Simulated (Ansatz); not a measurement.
Al3Sb3H12, 18 atoms. Hardware: 4 threads of Arm Neoverse V1 on a shared host.

In the def2 sets Sb takes a core potential; there is no spin–orbit coupling. Correlated methods freeze 27 core orbitals; core or outer-core shells of Sb are correlated, in sets that lack core-valence functions.

Problem. How many basis functions does each of these Ansatz runs have, and roughly what does it cost? r2SCAN0-D4/def2-SVP, charge -1 doublet at the geometry of the charge 0 singlet, energy, from earlier orbitals; PBE-D4/def2-TZVP, charge 0 singlet, energy, from earlier orbitals; RPA@PBE/def2-TZVP, charge 0 singlet, energy, from earlier orbitals; PBE-D4/def2-SVP, charge 1 doublet at the geometry of the charge 0 singlet, energy, from earlier orbitals; PBE-D4/def2-SVP, charge 0 singlet, relaxation, 49 steps; PBE0-D4/def2-TZVPD, charge 0 singlet, energy, from earlier orbitals; HF/def2-TZVP, charge 0 singlet, energy, from earlier orbitals; PBE-D4/def2-SVP, charge 0 singlet, energy, from earlier orbitals; MP2/def2-TZVP, charge 0 singlet, energy, from earlier orbitals; r2SCAN-D4/def2-TZVP, charge 0 singlet, energy, from earlier orbitals; PBE0-D4/def2-TZVP, charge 0 singlet, energy and forces, from earlier orbitals; PBE0-D4/def2-SVP, charge 0 singlet, energy, from earlier orbitals.

Solution. Other jobs shared the machine, so times can vary by a factor of up to 3. A dash marks memory too small to be measured apart from the calling script's.

```csv
run,functions,fitting or Cholesky vectors,wall time,peak host memory (GiB)
"PBE-D4/def2-SVP, charge 0 singlet, energy, from earlier orbitals",192,2223,3.5 s,–
"PBE0-D4/def2-SVP, charge 0 singlet, energy, from earlier orbitals",192,2096,6.5 s,–
"PBE-D4/def2-TZVP, charge 0 singlet, energy, from earlier orbitals",333,2454,7.5 s,0.73
"PBE-D4/def2-SVP, charge 1 doublet at the geometry of the charge 0 singlet, energy, from earlier orbitals",192,2223,8.5 s,–
"r2SCAN-D4/def2-TZVP, charge 0 singlet, energy, from earlier orbitals",333,2454,14 s,0.78
"MP2/def2-TZVP, charge 0 singlet, energy, from earlier orbitals",333,2674,17 s,1.6
"HF/def2-TZVP, charge 0 singlet, energy, from earlier orbitals",333,3054,19 s,1.8
"r2SCAN0-D4/def2-SVP, charge -1 doublet at the geometry of the charge 0 singlet, energy, from earlier orbitals",192,2096,23 s,1.1
"PBE0-D4/def2-TZVP, charge 0 singlet, energy and forces, from earlier orbitals",333,2688,24 s,1.7
"PBE0-D4/def2-TZVPD, charge 0 singlet, energy, from earlier orbitals",405,2943,25 s,2.4
"RPA@PBE/def2-TZVP, charge 0 singlet, energy, from earlier orbitals",333,2674,26 s,1.6
"PBE-D4/def2-SVP, charge 0 singlet, relaxation, 49 steps",192,2223,2.4 min,–
```
